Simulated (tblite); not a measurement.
O4Ru, triplet, geometry from GFN2-xTB (such geometries of metal compounds can be far from the true shape) (the multiplicity is a formal guess); IPEA1-xTB (tblite).

Input for tblite:
```
$ tblite run mol.xyz --method ipea1 --charge 0 --spin 2 --json tblite.json --no-restart

# file mol.xyz
5

Ru     0.01430486    -0.02340224    -0.12950598
O      1.17675629     0.70822560    -0.92296003
O      0.49309506    -0.54979544     1.45089418
O     -0.98119096    -1.02816347    -0.84754838
O     -0.76733713     0.99844565     1.03189713
```

It wrote (shortened):

```
xTB calculator
 | screened Coulomb repulsion
 | Coulomb electrostatics
 |  * isotropic Klopman-Ohno-Mataga-Nishimoto electrostatics
 |  * onsite third-order electrostatics
 | DFT-D3(BJ) dispersion correction

halogen bonding energy    0.0000000000000E+00 Eh
repulsion energy          1.0260071425170E-01 Eh
dispersion energy        -1.5084664188086E-03 Eh
number of electrons       3.2000000000000E+01 e
integral cutoff           4.0000000000000E+01 bohr

------------------------------------------------------------
  cycle        total energy    energy error   density error
------------------------------------------------------------
      1     -19.66285016156  -1.9763942E+01   1.2160836E+00
      2     -19.38817554475   2.7467462E-01   1.2764095E+00
      3     -21.73115349301  -2.3429779E+00   3.1337944E-01
      4     -21.29738469908   4.3376879E-01   3.9462737E-01
      5     -21.84336512410  -5.4598043E-01   4.3415876E-02
      6     -21.84642645775  -3.0613336E-03   4.1651156E-03
      7     -21.84642434934   2.1084055E-06   3.5287242E-03
      8     -21.84644799055  -2.3641211E-05   1.0492140E-03
      9     -21.84644927780  -1.2872448E-06   5.8469599E-04
     10     -21.84644970188  -4.2408324E-07   6.0167559E-05
     11     -21.84644970881  -6.9320194E-09   5.6924655E-06
------------------------------------------------------------

electronic energy        -2.1947541956644E+01 Eh
total energy             -2.1846449708812E+01 Eh

Post processing:
 | Mayer-Wiberg bond orders

[Info] JSON dump of results written to 'tblite.json'
```
